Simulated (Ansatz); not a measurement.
Cost and result for the atomization energy of C3H7GaO, SMILES `[CH3][Ga]([CH3])[CH]=O` (12 atoms, 11 bonds).

```tsv
atom	x (Å)	y (Å)	z (Å)
C1	-1.127	0.846	-1.320
Ga2	0.086	0.097	0.036
C3	1.100	-1.579	-0.156
C4	0.101	0.984	1.857
O5	-0.743	0.551	2.613
H6	-1.204	0.211	-2.203
H7	-0.786	1.837	-1.633
H8	-2.125	0.973	-0.890
H9	0.879	-2.242	0.684
H10	0.868	-2.098	-1.087
H11	2.175	-1.377	-0.130
H12	0.775	1.796	2.228
```

Charge 0, multiplicity 1. Correlated methods include outer-core shells of Ga, which these sets cover unevenly. Scalar relativity is left out up to krypton. The geometry is a stationary point of PBE0-D4/def2-TZVP. It is one conformer, not always the lowest. Program: Ansatz. All runs use 4 threads of an Arm Neoverse V2 on a shared host. Times are those of one run each, without the atoms' runs, and a repeat can differ threefold. Electronic energies, without spin–orbit coupling; frozen cores. CCSD(T)/CBS adds CCSD(T) − MP2 in def2-TZVPP to the MP2 limit, and its time is that of the two runs behind it. T1 = 0.014. With those shells the extrapolation isn't a true limit. B3LYP takes the VWN-RPA correlation (the form of Gaussian; ORCA's B3LYP/G).

CCSD(T)/CBS is a level of theory with its own doubt, some kJ/mol a heavy atom from the limit and from the frozen cores, so smaller differences don't rank the functionals.

| level | functions | wall time | atomization (kcal/mol) | difference from CCSD(T)/CBS | per bond |
| --- | --- | --- | --- | --- | --- |
| PBE-D4/def2-TZVPP (with forces) | 270 | 2.8 s | 1082.6 | 21.0 | 1.9 |
| PBE0-D4/def2-TZVPP | 270 | 3.5 s | 1062.3 | 0.7 | 0.1 |
| r2SCAN-D4/def2-TZVPP (with forces) | 270 | 5.5 s | 1064.1 | 2.5 | 0.2 |
| B3LYP-D4/def2-TZVPP (with forces) | 270 | 6 s | 1057.2 | -4.4 | -0.4 |
| B2PLYP/def2-TZVPP | 270 | 7 s | 1049.5 | -12.1 | -1.1 |
| ωB97X-V/def2-TZVPP | 270 | 9 s | 1061.5 | -0.1 | 0.0 |
| ωB97M-V/def2-TZVPP (with forces) | 270 | 13 s | 1060.4 | -1.2 | -0.1 |
| MP2/def2-QZVPP | 527 | 29 s | 1068.7 | 7.1 | 0.6 |
| CCSD(T)/def2-TZVPP | 270 | 4.8 min | 1038.8 | -22.8 | -2.1 |
| CCSD(T)/CBS(def2) | – | 5.3 min | 1061.6 | 0.0 | 0.0 |

The D4 term adds +8.3 kcal/mol with B3LYP and +4.4 kcal/mol with PBE0; it sums over pairs of atoms, weighted by their polarisabilities, and B3LYP, whose exchange is more repulsive, gets the larger term. In def2-TZVPP, CCSD(T) changes the Hartree–Fock value by +269.3 kcal/mol (the triples alone add +16.3 kcal/mol) and MP2 by +285.8 kcal/mol; breaking electron pairs costs correlation energy, which Hartree–Fock lacks. From PBE to PBE0 (25 % exact exchange), in def2-TZVPP and without D4, the atomization energy moves by −19.6 kcal/mol: exact exchange takes away binding that semilocal exchange gives to molecules.
